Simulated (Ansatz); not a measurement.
The cluster Ag3H3⁻. Charge -1, multiplicity 2. Geometry PBE-D4/def2-TZVPD; atoms count from 1.

```tsv
atom	x (Å)	y (Å)	z (Å)
Ag1	1.355	-0.074	-0.862
Ag2	0.045	0.503	1.526
Ag3	-1.399	-0.429	-0.664
H4	-2.459	-0.971	-1.834
H5	-0.522	0.910	3.041
H6	2.981	0.061	-1.208
```

In the def2 sets Ag takes a core potential; there is no spin–orbit coupling. Another isomer (doublet) lies 0.84 eV lower at PBE0-D4/def2-TZVPD; other spin states weren't run for this one.

Q: Estimate the Mulliken populations from the PBE0/def2-TZVPD orbitals of Ansatz.

A: 
```json
{"atom": "Ag1", "charge (e)": "-0.34", "spin (α − β)": "0.14", "d electrons": "9.84"}
{"atom": "Ag2", "charge (e)": "-0.34", "spin (α − β)": "0.14", "d electrons": "9.84"}
{"atom": "Ag3", "charge (e)": "-0.34", "spin (α − β)": "0.14", "d electrons": "9.84"}
{"atom": "H4", "charge (e)": "0.01", "spin (α − β)": "0.19", "d electrons": "–"}
{"atom": "H5", "charge (e)": "0.01", "spin (α − β)": "0.19", "d electrons": "–"}
{"atom": "H6", "charge (e)": "0.01", "spin (α − β)": "0.19", "d electrons": "–"}
```
Mulliken values depend strongly on the basis. With diffuse functions, as here, like atoms can get unlike values, and bond orders can come out too low or too high.

Q: Where does the spin sit?

A: Summed by element: Ag 0.42, H 0.58, of 1 unpaired in all. Largest on single atoms: H4 0.19, H6 0.19, H5 0.19.

Q: And the Mayer bond orders between heavy atoms (over 0.3)?

A: Ag1–Ag2 0.42 (2.78 Å); Ag1–Ag3 0.42 (2.78 Å); Ag2–Ag3 0.42 (2.78 Å).
